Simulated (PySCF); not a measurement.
Scan of H3S (cation, charge +1), singlet: umbrella (inversion) coordinate, bond length relaxed. Scanned: angle between the S-H bonds and the threefold axis (90 = planar). Other coordinates (S-H bond length) were minimised at PBE0/def2-TZVP.

Levels: PBE/cc-pVTZ (PySCF); B3LYP/cc-pVTZ (PySCF); CCSD(T) on RHF/cc-pVTZ, 5 core orbitals frozen (PySCF).

Energies relative to the lowest point of each profile, in kJ/mol; the last columns give the difference from CCSD(T):

```
a / °    PBE  B3LYP  CCSD(T)  PBE − CCSD(T)  B3LYP − CCSD(T)
-----  -----  -----  -------  -------------  ---------------
90     125.0  126.2    129.6           -4.5             -3.4
93     122.4  123.3    126.6           -4.3             -3.3
96     114.6  115.1    118.1           -3.5             -3.0
99     102.4  102.3    104.8           -2.3             -2.5
102     87.0   86.2     88.1           -1.1             -1.9
105     69.6   68.1     69.5            0.1             -1.4
108     51.8   49.8     50.7            1.1             -0.9
111     35.0   32.7     33.3            1.7             -0.5
114     20.5   18.2     18.5            1.9             -0.3
117      9.2    7.3      7.5            1.7             -0.2
120      2.2    1.0      1.1            1.1             -0.1
123      0.0    0.0      0.0            0.0              0.0
126      3.3    4.8      4.6           -1.4              0.1
129     12.4   15.9     15.4           -3.0              0.4
132     27.7   33.5     32.6           -4.9              1.0
```

PBE is furthest from CCSD(T) at 132 (-4.9 kJ/mol, below); its mean absolute difference over the points is 2.2 kJ/mol.

B3LYP is furthest from CCSD(T) at 90 (-3.4 kJ/mol, below); its mean absolute difference over the points is 1.3 kJ/mol.
